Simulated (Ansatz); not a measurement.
Calculated with Ansatz (gas phase, PBE0-D4/def2-TZVP geometries, no zero-point term in ΔE). CCSD(T)/CBS is the MP2 limit (def2-TZVPP, def2-QZVPP) plus CCSD(T) − MP2 in def2-TZVPP, frozen cores. This one scheme is used for every species. DFT in def2-TZVPP. For Ga, Ge outer-core shells are correlated without core-valence functions, which leaves a few kJ/mol of doubt a bond. Scalar relativity is left out up to krypton.

Reaction (formal exchange of groups at a C–C bond): `C[CH]1[CH2][GaH]1` + GeH₄ → `[GeH3][CH]1[CH2][GaH]1` + CH₄

Q: Is it downhill or uphill in electronic energy at CCSD(T)/CBS, and by how much? (Best estimate.)

A: Ansatz gave: Downhill: ΔE = -1.00 eV.

Q: What do these levels give: r2SCAN-D4, ωB97M-V, B2PLYP, PBE0, SCS-MP2/def2-TZVPP, MP2/CBS(def2)? (Estimate.)

A: The calculation gave: r2SCAN-D4 -0.97, ωB97M-V -0.94, B2PLYP -0.97, PBE0 -0.88, SCS-MP2/def2-TZVPP -0.80, MP2/CBS(def2) -0.89 eV.

Largest T1 diagnostic among the species: 0.016.

From PBE to PBE0 (25 % exact exchange), in def2-TZVPP and without D4, ΔE moves by +0.15 eV. The D4 term adds −0.09 eV with B3LYP and −0.04 eV with PBE0; it sums over pairs of atoms, weighted by their polarisabilities, and B3LYP, whose exchange is more repulsive, gets the larger term.

B3LYP here is the variant with VWN-RPA as its local correlation; programs differ in this.
